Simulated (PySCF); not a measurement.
AlH5OP2, SMILES [OH][Al]([PH2])[PH2].

Geometry optimised at B3LYP-D3(BJ)/def2-SVP. The structure was generated by enumeration; whether it is a known compound was not checked. One conformer was computed; it need not be the lowest.

Two levels are set side by side: TDDFT-PBE/def2-SVPD (PySCF) and TDDFT-CAM-B3LYP/def2-SVPD (PySCF). Vertical, same geometry. The lowest singlet is HOMO→LUMO 79 %, HOMO→LUMO+1 16 % with PBE and HOMO→LUMO+1 62 %, HOMO→LUMO 28 % with the other functional; states are paired by order. Differences are taken from unrounded values.

```csv
quantity,TDDFT-CAM-B3LYP,TDDFT-PBE,TDDFT-PBE minus TDDFT-CAM-B3LYP
lowest singlet excitation (eV),5.13,4.59,-0.54
lowest triplet excitation (TDA) (eV),4.41,3.94,-0.48
first bright state (f over 0.05) (eV),5.13,4.73,-0.40
its oscillator strength,0.06,0.06,0.00
```

A lower first singlet is the usual sign of a functional without exact exchange. Differences between two approximate levels are no errors against the true value.

Rough cost on one machine, each run with all the roots and properties that it gave: TDDFT-CAM-B3LYP against TDDFT-PBE about 5 times.
